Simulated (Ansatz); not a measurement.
Steps of a relaxation of `[OH][Zr]([OH])([SH])[SH]` with RKS PBE0-D4/def2-TZVP.

```sh
$ ansatz run in.yaml --threads 4 --pin off --events-out ev --progress --plain --max-ram 10444MiB
```

```yaml
crystal:
  periodic: [false, false, false]
  atoms:
    - {symbol: O, position_ang: [-1.239550, 0.605760, 1.524140]}
    - {symbol: Zr, position_ang: [0.154530, 0.092560, 0.442040]}
    - {symbol: O, position_ang: [1.961810, -0.238170, 0.480300]}
    - {symbol: S, position_ang: [-0.725400, -1.926640, -0.664380]}
    - {symbol: S, position_ang: [-0.089850, 1.571880, -1.512400]}
    - {symbol: H, position_ang: [-1.852990, 0.838870, 2.224270]}
    - {symbol: H, position_ang: [2.905330, -0.323200, 0.633510]}
    - {symbol: H, position_ang: [0.286550, -1.895070, -1.549800]}
    - {symbol: H, position_ang: [-1.400440, 1.274000, -1.577690]}
basis:
  gaussian: {orbitals: def2-TZVP}
hamiltonian: {xc: pbe0, dispersion: d4}
relax: {f_tol: 0.005, max_steps: 150}
```

Positions (Å) and forces (eV/Å) along the path, 10 of 10 steps:

```xyz
9
step=1 energy=-27106.8898 eV
O    -1.240    0.606    1.524   -2.000    0.682    2.463
Zr    0.155    0.093    0.442   -1.198   -0.617   -3.314
O     1.962   -0.238    0.480    3.163   -0.137    0.673
S    -0.725   -1.927   -0.664   -0.115   -0.061    0.264
S    -0.090    1.572   -1.512    0.224    0.139    0.056
H    -1.853    0.839    2.224    0.153   -0.013   -0.215
H     2.905   -0.323    0.634   -0.267   -0.033   -0.035
H     0.287   -1.895   -1.550    0.038   -0.031    0.049
H    -1.400    1.274   -1.578    0.002    0.071    0.058
9
step=2 energy=-27107.3181 eV
O    -1.257    0.547    1.543    0.218    0.005    0.258
Zr    0.088    0.053    0.259   -0.029   -0.014   -0.126
O     1.985   -0.190    0.474   -0.044    0.138    0.284
S    -0.796   -2.035   -0.654    0.081    0.093    0.003
S    -0.042    1.658   -1.587   -0.054   -0.116    0.106
H    -1.796    0.818    2.290    0.234   -0.103   -0.305
H     2.912   -0.262    0.713   -0.352    0.016   -0.064
H     0.263   -1.938   -1.486   -0.032   -0.164   -0.054
H    -1.357    1.348   -1.553   -0.022    0.146   -0.102
9
step=3 energy=-27107.3922 eV
O    -1.199    0.527    1.579    0.298   -0.115   -0.107
Zr    0.075    0.042    0.218    0.147    0.052    0.375
O     1.965   -0.152    0.533   -0.326    0.139    0.052
S    -0.790   -2.054   -0.680    0.182   -0.172   -0.238
S    -0.062    1.657   -1.605   -0.346    0.081   -0.124
H    -1.699    0.808    2.345    0.131   -0.055   -0.173
H     2.877   -0.211    0.817   -0.210    0.002   -0.037
H     0.251   -2.120   -1.554   -0.263    0.005    0.228
H    -1.416    1.503   -1.654    0.387    0.063    0.023
9
step=4 energy=-27107.4295 eV
O    -1.149    0.483    1.586    0.151   -0.042   -0.123
Zr    0.059    0.028    0.175    0.080    0.039    0.188
O     1.928   -0.100    0.557   -0.187    0.026   -0.011
S    -0.829   -2.093   -0.684    0.212   -0.044   -0.140
S    -0.038    1.680   -1.639   -0.288   -0.001    0.006
H    -1.617    0.762    2.370    0.040   -0.007   -0.051
H     2.827   -0.137    0.876   -0.088   -0.011   -0.011
H     0.209   -2.195   -1.552   -0.196    0.007    0.144
H    -1.391    1.572   -1.689    0.275    0.034   -0.003
9
step=5 energy=-27107.4377 eV
O    -1.108    0.473    1.593   -0.021   -0.023   -0.042
Zr    0.052    0.025    0.153    0.056    0.033    0.134
O     1.903   -0.078    0.583   -0.023    0.010   -0.058
S    -0.808   -2.125   -0.669    0.052   -0.038   -0.070
S    -0.048    1.705   -1.638   -0.139    0.005   -0.032
H    -1.575    0.761    2.372    0.022    0.008   -0.010
H     2.796   -0.136    0.911   -0.018   -0.013    0.017
H     0.182   -2.217   -1.582   -0.063    0.007    0.052
H    -1.392    1.591   -1.724    0.133    0.011    0.008
9
step=6 energy=-27107.4382 eV
O    -1.115    0.462    1.578    0.090   -0.061   -0.167
Zr    0.059    0.015    0.149    0.062    0.038    0.119
O     1.912   -0.067    0.579   -0.239    0.019   -0.110
S    -0.778   -2.154   -0.652   -0.119   -0.009    0.090
S    -0.054    1.686   -1.651   -0.016    0.001   -0.009
H    -1.562    0.788    2.351   -0.061    0.047    0.117
H     2.785   -0.134    0.947    0.164   -0.023    0.076
H     0.152   -2.209   -1.616    0.112   -0.009   -0.109
H    -1.399    1.614   -1.686    0.007   -0.003   -0.007
9
step=7 energy=-27107.4401 eV
O    -1.117    0.468    1.581   -0.004    0.005    0.009
Zr    0.058    0.024    0.153   -0.007   -0.004   -0.016
O     1.910   -0.067    0.572    0.008    0.000    0.002
S    -0.783   -2.139   -0.664    0.009    0.001   -0.007
S    -0.065    1.693   -1.650   -0.007    0.003    0.002
H    -1.553    0.791    2.365   -0.002   -0.001    0.002
H     2.780   -0.162    0.950    0.003   -0.002    0.000
H     0.179   -2.205   -1.605   -0.007    0.001    0.009
H    -1.408    1.597   -1.702    0.008   -0.002   -0.002
9
step=8 energy=-27107.4402 eV
O    -1.115    0.469    1.584    0.001    0.000    0.001
Zr    0.057    0.027    0.153    0.000    0.000    0.000
O     1.910   -0.067    0.570    0.000    0.001    0.000
S    -0.785   -2.135   -0.666   -0.001    0.000    0.000
S    -0.067    1.699   -1.647    0.000    0.001    0.000
H    -1.554    0.788    2.368    0.000    0.000    0.000
H     2.779   -0.167    0.948    0.000   -0.001    0.000
H     0.183   -2.205   -1.600    0.000    0.001    0.001
H    -1.408    1.591   -1.710    0.000   -0.001    0.000
9
step=9 energy=-27107.4402 eV
O    -1.113    0.468    1.586   -0.004    0.003    0.004
Zr    0.056    0.029    0.153   -0.002   -0.001    0.000
O     1.910   -0.067    0.569    0.009   -0.002    0.003
S    -0.787   -2.132   -0.666    0.002    0.003    0.000
S    -0.068    1.702   -1.646    0.001   -0.001    0.001
H    -1.554    0.787    2.369    0.001   -0.001   -0.002
H     2.778   -0.172    0.947   -0.004    0.001   -0.002
H     0.185   -2.200   -1.597   -0.001   -0.002   -0.002
H    -1.408    1.585   -1.715   -0.003    0.001   -0.002
9
step=10 energy=-27107.4402 eV
O    -1.113    0.468    1.588   -0.001    0.000    0.001
Zr    0.057    0.030    0.154    0.001   -0.001   -0.002
O     1.910   -0.067    0.569    0.002    0.001    0.001
S    -0.786   -2.130   -0.667   -0.003   -0.002    0.001
S    -0.069    1.703   -1.645    0.001    0.001   -0.001
H    -1.555    0.787    2.370    0.000    0.000    0.000
H     2.779   -0.173    0.947   -0.001    0.001    0.000
H     0.184   -2.201   -1.598    0.001    0.001   -0.001
H    -1.408    1.583   -1.719    0.000    0.000    0.001
```

Hardware: 4 threads of an Intel Xeon 6975P-C on a shared host. Wall time 25 s, peak host memory 0.62 GiB.
